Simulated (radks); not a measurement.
Task: These are the eigenvalues of the occupied orbitals of an atom or ion with whole-number occupations (eV). All-electron calculation, scalar-relativistic Kohn-Sham, PBE, spin-polarised, spherical densities, finite nucleus; Fermi nuclear charge, rms radius of each element as measured or else 0.836 A^(1/3) + 0.57 fm. Program: a radial shooting solver on a logarithmic mesh with Libxc functionals.

1s up: -10982.87
1s down: -10982.75
2s up: -1393.284
2s down: -1393.239
2p up: -1220.259
2p down: -1220.183
3s up: -190.0830
3s down: -189.9149
3p up: -137.2257
3p down: -137.0175
3d up: -50.8858
3d down: -50.4902
4s up: -31.2198
4p up: -21.5616

Which element is it, and in what charge state? The configuration may be excited. Open shells, if any, are filled with parallel spins first.

Result: Z = 32, germanium, charge +2: Ge2+ in [Ar] 3d10 4s1 4p1. The list shows which subshells hold electrons but not how many an open one holds; the 1s level, -403.61 hartree, gives Z - s = 28.4 by -(Z - s)^2/2, which with screening and relativity narrows Z to a few neighbours, and the depths of the outer levels then fix element, charge and occupations together.
